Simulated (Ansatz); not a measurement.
Wavefunction ladder for C$_{3}$H$_{9}$AlB$_{2}$ (`C[B]1C[BH][Al]1[CH3]`)

Cartesian coordinates in Å:
```
C 1.555 -1.003 1.562
B 0.355 -0.444 0.734
C -1.156 -0.601 1.177
B -1.723 -0.823 -0.222
Al -0.317 0.456 -1.107
C 0.046 1.872 -2.405
H 1.333 -1.168 2.621
H 2.477 -0.427 1.467
H 1.768 -1.995 1.135
H -1.478 -1.056 2.114
H -0.854 0.494 1.360
H -2.338 -1.823 -0.463
H -0.480 1.708 -3.349
H -0.300 2.833 -2.007
H 1.113 1.977 -2.615
```

Total charge 0; spin multiplicity 1. The structure was optimised at the PBE0-D4/def2-TZVP level. Frozen core, restricted reference, Ansatz. CBS rows extrapolate triple and quadruple zeta; past MP2 they add the triple-zeta difference.

| basis | HF (Eh) | MP2 corr. | CCSD corr. | (T) | CCSD(T) total |
| --- | --- | --- | --- | --- | --- |
| def2-SVP | -409.85112 | -0.65339 | -0.72491 | -0.02540 | -410.60143 |
| def2-TZVPP | -410.11522 | -0.79729 | -0.85937 | -0.03785 | -411.01244 |
| def2-QZVPP | -410.12960 | -0.84735 | – | – | – |
| CBS(def2) | -410.13158 | -0.88443 | -0.94651 | as TZ | -411.11594 |
